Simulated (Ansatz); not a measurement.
Single points on C₃H₆BN⁺, that is BMe2(CN) with one electron fewer.

```yaml
crystal:
  periodic: [false, false, false]
  atoms:
    - {symbol: B, position_ang: [-0.119925, -0.205751, 0.001574]}
    - {symbol: C, position_ang: [1.445325, -0.267788, -0.016584]}
    - {symbol: H, position_ang: [1.747407, -0.457622, 1.042786]}
    - {symbol: H, position_ang: [1.930373, 0.680203, -0.320850]}
    - {symbol: H, position_ang: [1.860023, -1.118552, -0.593533]}
    - {symbol: C, position_ang: [-0.948706, 1.123570, 0.011447]}
    - {symbol: H, position_ang: [-1.267774, 1.282730, -1.048013]}
    - {symbol: H, position_ang: [-0.363871, 2.016987, 0.305223]}
    - {symbol: H, position_ang: [-1.890671, 1.067854, 0.593011]}
    - {symbol: C, position_ang: [-0.901835, -1.552245, 0.009170]}
    - {symbol: N, position_ang: [-1.490345, -2.569397, 0.015779]}
basis:
  gaussian: {orbitals: def2-TZVP, initial_orbitals: start.molden}
total_charge: 1
magnetization: {spin_polarized: true, initial_magnetization: 1}
hamiltonian: {xc: pbe, dispersion: d4}
scf: {omitted_lower_state_checks: [starts]}
output: {orbitals: {seedname: orbitals}}
```

The file start.molden holds the orbitals of an earlier run on this structure, at another level or in another basis.

```sh
$ ansatz run in.yaml --threads 4 --pin off --events-out ev --progress --plain --max-ram 3916MiB
```

Shortened log:

```
Functional definition: PBE
1128 factors; their error is unknown
mean field evaluation 1: about -5358.8681 eV, gradient 6.1e0 eV
mean field evaluation 2: about -5358.9803 eV, gradient 1.6e-1 eV
mean field evaluation 4: about -5358.9556 eV, gradient 5.4e-3 eV
mean field evaluation 8: about -5358.9556 eV, gradient 6.0e-5 eV
mean field -5358.95559868 eV, -196.9379858208 hartree, gradient 2.2e-5 eV, S^2 0.753250; 0 other end points of the search recorded, 0 dependent functions left out
reference -5358.95563888 eV, -196.9379872984 hartree; 18, 17 occupied and 173, 174 virtual orbitals, 1128 factors
Total energy: -5359.11271507 eV, -196.9437597417 hartree
Checks for a lower state left out: starts
```

It took 2.6 s on 4 threads of Arm Neoverse V2 on a shared host.

As the first input, with `hamiltonian: {xc: pbe0, dispersion: d4}` (abridged; 3.9 s):

```
Functional definition: PBE0
mean field -5359.14256361 eV, -196.9448566554 hartree, gradient 2.9e-5 eV, S^2 0.763337
Total energy: -5359.27514780 eV, -196.9497290344 hartree
Checks for a lower state left out: starts
```

As the first input, with `hamiltonian: {xc: r2scan, dispersion: d4}` (abridged; 6.5 s):

```
Functional definition: r2SCAN
mean field -5362.83824009 eV, -197.0806702612 hartree, gradient 2.6e-5 eV, S^2 0.758823
Total energy: -5362.87885728 eV, -197.0821629150 hartree
Checks for a lower state left out: starts
```

Geometry: PBE-D4/def2-SVP, that of the neutral singlet.
